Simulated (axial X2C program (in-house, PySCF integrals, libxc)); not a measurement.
## Bond lengths and stretching modes, held linear, of ClTaCl⁻

Calculated with an axial X2C code built on PySCF integrals: two-component X2C with atomic mean-field Coulomb and Gaunt terms, Gaussian nuclei, basis Cl dyall-av3z, Ta dyall-v3z with contracted cores. Spin-free rows use the one-electron spin-free X2C Hamiltonian.

Masses Cl 34.969, Ta 180.948, Cl 34.969 u. States: 2c Ω = 1 (beyond evenly filled blocks: ω = -3/2, ω = 5/2); spin-free M_S = 1, Λ = 0 (beyond evenly filled blocks: δ+α, δ-α).

HF, 2c: energies above the lowest point

| r(Cl–Ta) (Å) | r(Ta–Cl) (Å) | E (meV) |
| --- | --- | --- |
| 2.2639 | 2.2639 | 222.06 |
| 2.2639 | 2.3220 | 135.29 |
| 2.2639 | 2.3800 | 99.04 |
| 2.3220 | 2.2639 | 135.29 |
| 2.3220 | 2.3220 | 55.04 |
| 2.3220 | 2.3800 | 24.60 |
| 2.3220 | 2.4381 | 32.47 |
| 2.3800 | 2.2639 | 99.04 |
| 2.3800 | 2.3220 | 24.60 |
| 2.3800 | 2.3800 | 0.00 |
| 2.4381 | 2.3220 | 32.47 |
| 2.4381 | 2.4381 | 31.26 |

Fit a quadratic surface with cubic terms in each bond: where is the minimum, and what are the two stretching wavenumbers?

At HF, 2c: bonds 2.385 and 2.385 Å; harmonic stretches 313.7 and 316.8 cm⁻¹; force constants 1.76, 1.76 and coupling 0.27 mdyn/Å.

The other levels and Hamiltonians give:

```csv
Hamiltonian,level,r(Cl–Ta) (Å),r(Ta–Cl) (Å),lower stretch (cm⁻¹),upper stretch (cm⁻¹)
2c,PBE0,2.324,2.324,327.0,340.1
2c,LDA,2.279,2.279,339.7,356.6
spin-free,PBE0,2.321,2.321,332.1,341.5
spin-free,HF,2.384,2.384,316.9,324.2
spin-free,LDA,2.277,2.277,343.4,357.6
spin-free,MP2,2.317,2.317,340.1,348.3
```

Each state is one determinant, the lowest of a limited PBE0 search; the stretches come from a fit to these few points and carry an uncertainty of a few per cent. Other orders of the atoms were not compared. Left out for rough or failed fits: MP2 2c. MP2 freezes inner shells (threshold -2 hartree). For an anion the highest level of a functional can be positive, and the basis then holds the extra electron. The molecule was held linear; bending was not examined, so a bent shape may lie lower. Open-shell Ω = 0 determinants with evenly filled partner blocks cannot be reached by this program, so the Ω shown need not be the lowest component. Note: several unpaired electrons, one determinant need not be a pure state.
